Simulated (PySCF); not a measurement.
CH13NSi4, SMILES C([Si@@H]([SiH2][SiH3])N)[SiH3].

Geometry optimised at ωB97X-D3(BJ)/def2-SVP. The structure was generated by enumeration; whether it is a known compound was not checked. Other conformers were not sampled.

Two levels are set side by side: TDA-PBE/def2-SVPD (PySCF) and TDA-B3LYP/def2-SVPD (PySCF). Vertical, same geometry. The lowest singlet is HOMO→LUMO 88 % with PBE and HOMO→LUMO 93 % with the other functional; states are paired by order. Differences are taken from unrounded values.

```
quantity                               TDA-B3LYP  TDA-PBE  TDA-PBE minus TDA-B3LYP
-------------------------------------  ---------  -------  -----------------------
lowest singlet excitation (eV)              5.44     4.98                    -0.45
lowest triplet excitation (TDA) (eV)        4.93     4.50                    -0.43
first bright state (f over 0.05) (eV)       5.44     4.98                    -0.45
its oscillator strength                     0.06     0.06                    -0.01
```

A lower first singlet is the usual sign of a functional without exact exchange. Differences between two approximate levels are no errors against the true value.

Rough cost on one machine, each run with all the roots and properties that it gave: TDA-B3LYP against TDA-PBE about 2 times.
